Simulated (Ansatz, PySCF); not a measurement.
C4H6Si, SMILES C1=C[SiH2]C=C1. Atoms are numbered in the order given.

```xyz
11

C      0.0000    -0.7425    -1.3051
C      0.0000    -1.3580    -0.0978
Si     0.0000     0.0000     1.1990
C      0.0000     1.3580    -0.0978
C      0.0000     0.7425    -1.3051
H      0.0000    -1.2814    -2.2594
H      0.0000    -2.4452     0.0044
H     -1.2061     0.0000     2.0745
H      1.2061     0.0000     2.0745
H      0.0000     2.4452     0.0044
H      0.0000     1.2814    -2.2594
```
Charge 0, spin multiplicity 1.

Coordinates come from a TPSSh-D3(BJ)/def2-SVP optimisation.

Two levels are set side by side: PBE-D3(BJ)/def2-SVP (Ansatz, an electronic-structure program) and TPSSh-D3(BJ)/def2-SVP (PySCF). Each level has its own optimised geometry; the coordinates shown are those of the second. Frequencies come from the Hessian of PySCF at each geometry. Differences are taken from unrounded values.

```tsv
quantity	TPSSh-D3(BJ)
mean bond length (Å)	1.392
bond C1–C2 (Å)	1.355
bond C1–C5 (Å)	1.485
bond C2–Si3 (Å)	1.878
bond Si3–C4 (Å)	1.878
bond C4–C5 (Å)	1.355
bond C1–H6 (Å)	1.096
bond C2–H7 (Å)	1.092
bond Si3–H8 (Å)	1.490
bond Si3–H9 (Å)	1.490
bond C4–H10 (Å)	1.092
bond C5–H11 (Å)	1.096
highest harmonic wavenumber (cm⁻¹)	3211
mean harmonic wavenumber (cm⁻¹)	1333
zero-point energy (kcal/mol)	51.44
```

Problem. What does PBE-D3(BJ) give, and how far is it from TPSSh-D3(BJ)? (The exact figures need the calculation; the answer reports its results.)

Solution. 
| quantity | PBE-D3(BJ) | PBE-D3(BJ) minus TPSSh-D3(BJ) |
|---|---|---|
| mean bond length (Å) | 1.400 | 0.008 |
| bond C1–C2 (Å) | 1.362 | 0.007 |
| bond C1–C5 (Å) | 1.484 | -0.001 |
| bond C2–Si3 (Å) | 1.883 | 0.006 |
| bond Si3–C4 (Å) | 1.883 | 0.006 |
| bond C4–C5 (Å) | 1.362 | 0.007 |
| bond C1–H6 (Å) | 1.104 | 0.008 |
| bond C2–H7 (Å) | 1.099 | 0.007 |
| bond Si3–H8 (Å) | 1.507 | 0.016 |
| bond Si3–H9 (Å) | 1.507 | 0.016 |
| bond C4–H10 (Å) | 1.099 | 0.007 |
| bond C5–H11 (Å) | 1.104 | 0.008 |
| highest harmonic wavenumber (cm⁻¹) | 3152 | -59 |
| mean harmonic wavenumber (cm⁻¹) | 1292 | -40 |
| zero-point energy (kcal/mol) | 49.89 | -1.56 |

GGA bonds tend to be longer and softer than those of functionals with exact exchange. Differences between two approximate levels are no errors against the true value.
